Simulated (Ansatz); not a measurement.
A nudged elastic band was laid between two geometries of Cl3F2H3PTa (10 atoms, charge 0, multiplicity 1).

Computed with RHF/def2-SVP (Ansatz).

```json
{
  "movable images": "9",
  "climbing image": "yes",
  "spring": "5.0 eV/Å²",
  "optimiser": "quadratic models (default)",
  "start path": "through a guess of the saddle point",
  "force threshold": "0.05 eV/Å",
  "iteration limit": "60",
  "end points": "relaxed"
}
```

Image 0:

```xyz
10
Properties=species:S:1:pos:R:3
Ta -0.083 -0.084 0.104
F 1.530 -1.040 0.201
Cl -0.412 -0.629 2.373
Cl 0.701 0.816 -1.930
Cl -1.706 1.619 0.257
F -1.138 -1.417 -0.616
P 1.589 1.932 1.200
H 1.288 2.368 2.495
H 1.656 3.143 0.503
H 2.945 1.603 1.324
```

Image 10:

```xyz
10
Properties=species:S:1:pos:R:3
Ta -0.329 0.470 0.229
F 2.115 -0.426 0.514
Cl -0.586 -0.171 2.469
Cl 0.470 1.321 -1.804
Cl -2.492 1.157 -0.066
F -0.106 -1.295 -0.332
P 0.913 2.485 1.240
H 1.560 1.997 2.389
H 2.043 2.684 0.428
H 2.782 0.090 0.845
```

(1) Which bonds break or form, and what moves?

(2) What energy profile does the band end with?

(3) What is the geometry of the highest image?

The band took 31 iterations and roughly 25 core-minutes.

## Answers

(1) Bonds broken: Ta1–F2, P7–H10. Bonds formed: F2–H10.

(2) The run converged. The highest image is number 6 of 0 to 10, 229.8 kJ/mol above the first end and 49.7 kJ/mol above the last; the last end lies 180.1 kJ/mol above the first. The profile has 2 maxima (images 6, 8) with wells between them (image 7): this band takes more than one step, which may be the mechanism or a detour left from its start path. A vibrational analysis at the climbing image gives one clearly imaginary mode, 1553i cm⁻¹: a first-order saddle point. The orbitals stay closed-shell, which can raise the energy where a bond breaks towards radicals; this wasn't checked here.

```
image  path coordinate (Å)  energy (kJ/mol)  Ta1–F2 (Å)  P7–H10 (Å)  F2–H10 (Å)
    0                 0.00              0.0        1.88        1.40        3.20
    1                 0.37              1.4        1.88        1.40        2.97
    2                 0.75              7.2        1.88        1.40        2.71
    3                 1.12             20.5        1.89        1.40        2.39
    4                 1.49             56.2        1.91        1.40        2.00
    5                 1.87            144.1        1.99        1.48        1.58
    6                 2.24            229.8        2.15        1.70        1.15
    7                 2.98            181.4        2.40        2.24        0.93
    8                 3.73            197.3        2.84        2.70        0.91
    9                 4.47            193.8        2.69        3.26        0.91
   10                 5.21            180.1        2.62        3.06        0.91
```

(3) 
```xyz
10
Properties=species:S:1:pos:R:3
Ta -0.184 0.306 0.162
F 1.755 -0.594 0.436
Cl -0.569 -0.266 2.403
Cl 0.704 1.195 -1.818
Cl -2.153 1.463 -0.032
F -0.534 -1.384 -0.529
P 1.653 1.891 1.264
H 1.423 2.334 2.568
H 2.030 3.031 0.554
H 2.245 0.335 0.905
```

Run time: 7 min on 4 threads of Intel(R) Xeon(R) 6975P-C (Granite Rapids), with other jobs on the host, peak memory 0.51 GiB.
